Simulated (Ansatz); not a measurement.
# HSe (SMILES [SeH]): the vertical ionisation energy from total energies

The species is HSe (2 atoms), meant as a doublet with charge 0. As SMILES, `[SeH]`. The coordinates come from a PBE0-D4/def2-TZVP relaxation.

| atom | x (Å) | y (Å) | z (Å) |
| --- | --- | --- | --- |
| Se | -0.6247 | 0.2257 | -0.3159 |
| H | 0.6247 | -0.2257 | 0.3159 |

Both states at this one shape; open shells run unrestricted unless said. 1 Eh = 27.2114 eV.

```tsv
level	program	doublet HSe (Eh)	singlet HSe+ (Eh)
UHF/3-21G	Ansatz	-2389.034176	-2388.639042
UBLYP/STO-3G	Ansatz	-2375.292088	-2374.939437
UHSE06/cc-pVTZ	Ansatz	-2401.876236	-2401.453145
```

Problem. Work out the vertical ionisation energy at each level.

Solution. 
1. UHF/3-21G: -2388.639042 − (-2389.034176) = 0.395134 Eh = 10.75 eV.
2. UBLYP/STO-3G: -2374.939437 − (-2375.292088) = 0.352651 Eh = 9.60 eV.
3. UHSE06/cc-pVTZ: -2401.453145 − (-2401.876236) = 0.423091 Eh = 11.51 eV.

No measured value is set beside it here; the levels span 9.60 to 11.51 eV. Minimal sets are far from the basis-set limit. All-electron rows are non-relativistic unless named.
